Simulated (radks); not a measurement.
Ionisation of neutral cerium, [Xe] 4f1 5d1 6s2, to [Xe] 4f1 5d2 as the strength of local exchange is varied. Calculated with a radial shooting solver on a logarithmic mesh with Libxc functionals: scalar-relativistic Kohn-Sham, Slater X-alpha exchange (alpha = 2/3 is LDA exchange), no correlation, spin-unpolarised, spherical densities, finite nucleus; Fermi nuclear charge, rms radius 4.8771 fm.

alpha	E(Ce) (hartree)	exchange (hartree)	IE (eV)	-e of the level emptied (eV)	<r> of it (bohr)
0.639	-8839.6700	-188.5705	5.868	2.962 (6s)	4.452
0.667	-8847.9624	-197.0109	5.900	3.077 (6s)	4.417
0.757	-8874.6670	-224.2403	5.988	3.463 (6s)	4.307
0.888	-8913.6747	-264.1453	6.079	4.063 (6s)	4.154
1.039	-8958.8396	-310.5406	6.130	4.810 (6s)	3.992

NIST Atomic Spectra Database: 5.539 eV (measured). The central value is not met in this range of alpha. Spin polarisation and multiplet splitting are left out, so open shells lie too high by an amount that depends on their filling. Spin-orbit splitting is averaged out at the scalar-relativistic level.

Beside tabulated values, note that spin-unpolarised runs miss the spin-polarisation part of the exchange energy of open shells.
